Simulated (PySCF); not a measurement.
## A small calculation by hand: chemical shift, span and skew from a shielding tensor

F3HOSi, SMILES O[Si](F)(F)F. Atoms are numbered in the order given.

```xyz
6

O     -0.1096     1.6394     0.0000
Si    -0.0081     0.0054     0.0000
F      0.7685    -0.5668     1.2933
F     -1.5074    -0.5698     0.0000
F      0.7685    -0.5668    -1.2933
H      0.7239     2.1401     0.0000
```

The structure is a stationary point at PBE-D3(BJ)/def2-SVP. Other conformers were not sampled.

GIAO shieldings from HF/pcSseg-1 in PySCF, non-relativistic, no solvent. The symmetric part of the tensor of Si2 has the principal values 481.2, 483.3, 525.5 ppm. The same nucleus in TMS has σ = 393.8 ppm at this level (PySCF, at its B3LYP-D3(BJ)/def2-TZVP geometry).

Problem. Work out the isotropic shielding, the ²⁹Si shift against TMS, the span and the skew.

Solution. 
σ(iso) = (σ11 + σ22 + σ33)/3 = 496.7 ppm. δ = σ(ref) − σ(iso) = 393.8 − (496.7) = -102.9 ppm.
Span Ω = σ33 − σ11 = 44.3 ppm. Skew κ = 3(σ(iso) − σ22)/Ω = 0.91. Tumbling in solution averages the tensor to δ; in a static solid the shielding alone would spread this spin-1/2 line over Ω.
